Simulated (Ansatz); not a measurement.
Relaxation of H₆N₂Sn (9 atoms, charge 0, multiplicity 1), to a largest force component of 0.015 eV/Å in at most 40 steps.

These are results of RKS PBE-D4/def2-SVP (Ansatz), not measurements.

```xyz
9
Properties=species:S:1:pos:R:3
N -1.291 0.538 -1.068
Sn 0.386 0.428 0.029
N 0.076 -0.930 1.535
H -1.443 -0.350 -1.493
H -1.126 1.215 -1.896
H 0.786 2.009 0.711
H 1.723 -0.107 -0.998
H -0.055 -1.833 1.087
H 1.032 -1.016 2.076
```

**Question.** Where does it end, and by what steps?

**Answer.** The run converged. The force dipped under the threshold on the way, but the program's further checks kept it going. After 29 steps the energy has fallen by 0.366 eV; H5 moved furthest, 1.38 Å.

```tsv
step	energy less start (eV)	largest force component (eV/Å)	accepted
0	0.0000	2.505	yes
2	-0.2718	0.264	yes
4	-0.2817	0.038	yes
6	-0.2821	0.026	yes
8	-0.2823	0.024	yes
10	-0.2827	0.068	yes
12	-0.2827	0.064	yes
14	-0.2696	0.772	no
16	-0.2958	0.172	yes
18	-0.3036	0.719	yes
20	-0.3487	0.102	yes
22	-0.3566	0.064	yes
24	-0.3645	0.019	yes
26	-0.3652	0.026	yes
28	-0.3654	0.017	yes
29	-0.3656	0.005	yes
```

```xyz
9
Properties=species:S:1:pos:R:3
N -1.139 0.172 -1.275
Sn 0.581 0.293 -0.136
N 0.026 -0.767 1.549
H -0.989 0.547 -2.222
H -1.896 0.729 -0.858
H 1.036 1.860 0.468
H 1.819 -0.394 -1.147
H -0.101 -1.764 1.326
H 0.752 -0.723 2.277
```

Run time: 62 s on 1 CPU thread of a shared host.
